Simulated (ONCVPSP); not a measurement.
# Configuration tests for Fe (ONCV)

- Element: iron
- Generator: ONCVPSP 4.0.1
- Type: optimised norm-conserving Vanderbilt (ONCV)
- Functional: BLYP
- Relativity: scalar-relativistic
- Frozen core: [Ne]
- Valence charge: 16
- Reference configuration: 3s2 3p6 3d6 (charge +2)
- Partial waves: 3s: rc 0.85 bohr, ncon 4, nbas 8, qcut 8.7 1/bohr, 2 projectors, debl 2.3 Ha; 3p: rc 0.95 bohr, ncon 4, nbas 7, qcut 8.7 1/bohr, 3 projectors, debl 2.6 Ha; 3d: rc 1.30 bohr, ncon 4, nbas 9, qcut 12.9 1/bohr, 2 projectors, debl 0.9 Ha
- Local potential: polynomial inside 0.70 bohr (lpopt 5, dvloc0 0 Ha)
- Core correction: polynomial model core, fcfact 0.65

In the s channel the program set the typed energies aside and used -4.127, 0.250 Ha. In the p channel the program set the typed energies aside and used -2.882, 0.250, 2.850 Ha. In the d channel the program set the typed energies aside and used -0.946, 0.250 Ha.

Energies are relative to the spin-unpolarised reference configuration 3s2 3p6 3d6; without spin polarisation the order of configurations can differ from experiment.

```
valence configuration  charge  ΔE all-electron (eV)  error AE − PS (meV)
      3s2 3p6 3d6 4s1      +1               -16.381                 +2.1
          3s2 3p6 3d5      +3                34.226                  +20
  3s2 3p6 3d6.5 4s1.5       0               -25.817                 +1.4
```

(1) What are ΔE and the potential's error for 3s2 3p6 3d6 4s2?

Results:

(1) ΔE = -25.110 eV all-electron; the error (AE − PS) is +4.7 meV.
